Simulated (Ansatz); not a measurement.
ClH5O4Si2 (`O[SiH](O)O[SiH](O)Cl`). Charge 0, multiplicity 1. The geometry is a stationary point of PBE0-D4/def2-TZVP. It is one conformer, not always the lowest.

```xyz
12

O    -1.292    2.055    1.303
Si   -0.878    0.502    1.082
O    -2.128   -0.279    0.383
O     0.447    0.366    0.123
Si    1.188   -0.360   -1.111
O     2.710   -0.791   -0.759
Cl    0.071   -2.040   -1.580
H    -1.813    2.486    0.623
H    -0.517   -0.025    2.408
H    -1.923   -1.045   -0.160
H     1.254    0.498   -2.299
H     2.880   -1.368   -0.013
```

**Question.** What is the dipole moment at PBE/def2-TZVPP? (Estimate.)

**Answer.** Computed: 0.73 D, with components (0.44, -0.47, -0.34) D in this frame, pointing from negative to positive charge.

**Question.** And with r2SCAN, B3LYP, ωB97M-V? (Estimate.)

**Answer.** Ansatz gave: r2SCAN 0.73 D, B3LYP 0.78 D, ωB97M-V 0.77 D.

**Question.** Give the Mulliken charges with PBE, r2SCAN, B3LYP in def2-TZVPP. (Best estimate.)

**Answer.** Computed: 
| atom | PBE | r2SCAN | B3LYP |
| --- | --- | --- | --- |
| O1 | -0.35 | -0.41 | -0.39 |
| Si2 | 0.57 | 0.71 | 0.70 |
| O3 | -0.35 | -0.41 | -0.39 |
| O4 | -0.25 | -0.36 | -0.33 |
| Si5 | 0.55 | 0.69 | 0.66 |
| O6 | -0.33 | -0.39 | -0.37 |
| Cl7 | -0.25 | -0.28 | -0.28 |
| H8 | 0.19 | 0.21 | 0.19 |
| H9 | -0.10 | -0.10 | -0.10 |
| H10 | 0.19 | 0.20 | 0.19 |
| H11 | -0.06 | -0.07 | -0.06 |
| H12 | 0.19 | 0.21 | 0.19 |

B3LYP here is the variant with VWN-RPA as its local correlation; programs differ in this.
